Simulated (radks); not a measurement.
Question: All-electron atom: Rh+ in [Kr] 4d8. Calculated with a radial shooting solver on a logarithmic mesh with Libxc functionals: Dirac Kohn-Sham, BLYP, spin-unpolarised, spherical densities, point nucleus; open shells are shared between the two j in proportion to 2j + 1. Some entries of the table are withheld. Estimate them.

orbital,occ.,eigenvalue (eV),<r^2> (bohr^2),<r> (bohr)
1s1/2,2,-23038.18,(1),0.03262
2s1/2,2,-3345.673,0.02368,0.1416
2p1/2,2,-3098.550,0.01777,0.1203
2p3/2,4,-2953.848,0.01911,0.1252
3s1/2,2,-603.8620,0.1747,0.3906
3p1/2,2,-507.1537,(2),0.3831
3p3/2,4,-482.2660,(3),0.3939
3d3/2,4,-310.9447,0.1624,0.3684
3d5/2,6,-306.0360,0.1653,0.3719
4s1/2,2,-90.1076,1.090,0.9800
4p1/2,2,(4),1.291,1.061
4p3/2,4,(5),1.369,1.092
4d3/2,3.2,-13.7713,(6),(7)
4d5/2,4.8,-13.3694,(8),(9)

Answer: 
(1) 1s1/2 <r^2> (bohr^2): 0.001438
(2) 3p1/2 <r^2> (bohr^2): 0.1709
(3) 3p3/2 <r^2> (bohr^2): 0.1804
(4) 4p1/2 eigenvalue (eV): -60.7477
(5) 4p3/2 eigenvalue (eV): -56.8313
(6) 4d3/2 <r^2> (bohr^2): 2.909
(7) 4d3/2 <r> (bohr): 1.539
(8) 4d5/2 <r^2> (bohr^2): 2.999
(9) 4d5/2 <r> (bohr): 1.562
